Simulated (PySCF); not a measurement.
(Cl)1Al(OSiH2)2O.
Z-matrix (Å and degrees, PBE0-D3(BJ)/def2-SVP geometry), rows numbered from 1:
```
Al
Cl  1  2.0688
O   1  1.7018  2  122.64
Si  3  1.6612  1  126.97  2  -177.18
O   4  1.6642  3  107.73  1    -2.06
Si  5  1.6650  4  136.41  3     2.39
O   6  1.6616  5  107.75  4    -2.35
H   4  1.4869  3  109.60  1   116.53
H   4  1.4863  3  109.78  1  -120.69
H   6  1.4868  5  109.07  4   116.54
H   6  1.4862  5  109.03  4  -121.45
```

The closed-shell ground state was solved at several levels (PySCF, density fitting, gas phase, non-relativistic).

| level | basis functions | total energy (Eh) | HOMO (eV) | LUMO (eV) | gap (eV) | dipole (D) |
| --- | --- | --- | --- | --- | --- | --- |
| B3LYP/pcSseg-1 (pcSseg-2 on Al) | 186 | -1510.1087 | -8.44 | -1.22 | 7.22 | 0.76 |
| PBE/pcSseg-1 (pcSseg-2 on Al) | 186 | -1509.1605 | -7.23 | -1.84 | 5.39 | 0.67 |
| CAM-B3LYP/def2-SVPD | 200 | -1509.4737 | -10.03 | -0.46 | 9.57 | 0.72 |

What might PBE0/pcSseg-1 (pcSseg-2 on Al) (186 basis functions) give for the same quantities?

Total energy -1509.2688 Eh, HOMO -8.65 eV, LUMO -0.96 eV, gap 7.69 eV, dipole 0.77 D.

Over all these levels, which gives the widest orbital gap and which the narrowest?

CAM-B3LYP/def2-SVPD (range-separated hybrid) has the widest, 9.57 eV, and PBE/pcSseg-1 (pcSseg-2 on Al) (GGA) the narrowest, 5.39 eV. Functional and basis both differ between the two, so the spread mixes both effects.

In the pcSseg-1 (pcSseg-2 on Al) basis, how does the gap go with the fixed share of exact exchange?

PBE (0 %) 5.39 eV; B3LYP (20 %) 7.22 eV; PBE0 (25 %) 7.69 eV. Each rise in the share widens the gap here.

How far do the dipole and the HOMO energy spread over the levels?

The dipole runs from 0.67 to 0.77 D (mean 0.73 D) and the HOMO from -10.03 to -7.23 eV.

One conformer stands for the species.
